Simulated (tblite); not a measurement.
Compound: C₈H₁₁ (doublet state).
Numbering: `[CH3:1][CH:2]([CH3:3])[C:4]1[CH:5]=[CH:6][CH:7]=[CH:8]1` (hydrogens: H9, H10, H11 on C1; H12 on C2; H13, H14, H15 on C3; H16 on C5; H17 on C6; H18 on C7; H19 on C8)

Structure used (GFN2-xTB), in Å, numbered top down from 1:
```
atom  x, y, z in Å
C1    -1.9212    0.2073   -0.8176
C2    -1.0294   -0.4247    0.2592
C3    -1.3277    0.2098    1.6241
C4     0.4027   -0.2495   -0.0893
C5     1.3439   -1.2878   -0.3177
C6     2.5471   -0.7139   -0.6108
C7     2.3793    0.7318   -0.5716
C8     1.0841    0.9982   -0.2569
H9    -1.7034   -0.2249   -1.7914
H10   -1.7521    1.2797   -0.8704
H11   -2.9685    0.0305   -0.5829
H12   -1.2509   -1.4964    0.3148
H13   -2.3662    0.0341    1.8958
H14   -1.1524    1.2822    1.5926
H15   -0.6882   -0.2220    2.3905
H16    1.1241   -2.3378   -0.2635
H17    3.4708   -1.2151   -0.8351
H18    3.1635    1.4407   -0.7633
H19    0.6346    1.9670   -0.1491
```

Computed with GFN2-xTB (tblite): harmonic, unscaled wavenumbers at the GFN2-xTB geometry, gas phase. The method is semi-empirical: single wavenumbers can be off by several per cent or more. One conformer, not necessarily the lowest. Open shells enter through the occupations alone, without spin polarisation, and single modes of such species can be off by tens of per cent.

Harmonic wavenumbers (cm⁻¹): 28.5, 117.9, 193.3, 195.8, 236.4, 309.9, 310.0, 473.8, 478.2, 587.6, 625.5, 648.7, 760.8, 780.0, 814.6, 824.3, 886.7, 945.5, 945.7, 972.5, 981.6, 1031.8, 1080.6, 1089.3, 1105.2, 1116.6, 1162.1, 1207.1, 1275.1, 1296.7, 1321.7, 1394.7, 1401.8, 1418.4, 1488.2, 1489.3, 1491.9, 1496.9, 1505.3, 1521.3, 2932.3, 3027.7, 3032.1, 3037.2, 3039.8, 3044.2, 3046.4, 3129.6, 3135.9, 3144.8, 3151.9.

A = 4223, B = 1386, C = 1341 MHz; mass 107.086 u (most abundant isotopes); point group Cs, symmetry number 1; spin multiplicity 2.

Question: What is the zero-point energy?

Answer: ½Σν̃ = 35367 cm⁻¹ = 101.12 kcal/mol.

Question: Entropy at 400 K, 1 bar (ideal gas, RRHO, classical rotation)?

Answer: Translation 41.41, rotation 28.98, vibration 31.95, spin (R ln 2) 1.38: S = 103.7 cal/(mol K).

Question: And Cp and H(400 K) − H(0)?

Answer: Cp = 44.69 cal/(mol K), of which vibrations give 36.74 (their classical limit is 51 R = 101.3); H(400 K) − H(0) = 10.02 kcal/mol without the zero-point energy, 6.84 from vibrations.

Question: What must be added to the electronic energy to get the Gibbs energy at 400 K and 1 bar?

Answer: ZPE + [H(400 K) − H(0)] − T·S = 101.12 + 10.02 − 41.49 = 69.65 kcal/mol.

Question: How do the functions run with temperature in this model?

Answer: 
```tsv
T (K)	S (cal/(mol K))	Cp (cal/(mol K))	H − H(0) (kcal/mol)	G − H(0) (kcal/mol)	ln q(vib)
100	67.2	15.7	1.15	-5.57	1.48
200	80.7	24.2	3.14	-13.00	3.36
300	92.4	34.4	6.06	-21.66	5.36
500	114.7	53.7	14.95	-42.39	9.65
800	144.3	72.3	34.11	-81.37	16.30
1000	161.4	80.4	49.42	-111.98	20.57
```

q(vib) and H(0) count from the zero-point level.

Question: Blend soft modes into free rotors: weight 1/[1 + (100 cm⁻¹/ν̃)⁴] for the oscillator and the rest for a rotor with moment μB/(μ + B), μ = h/(8π²ν), B = 10⁻⁴⁴ kg m². What vibrational entropy results?

Answer: 29.57 cal/(mol K) in place of 31.95, which changes −T·S at 400 K by +0.95 kcal/mol.

Hindered rotation and anharmonicity are outside this model. Other conformers, if any are populated, would add a mixing term that is left out.
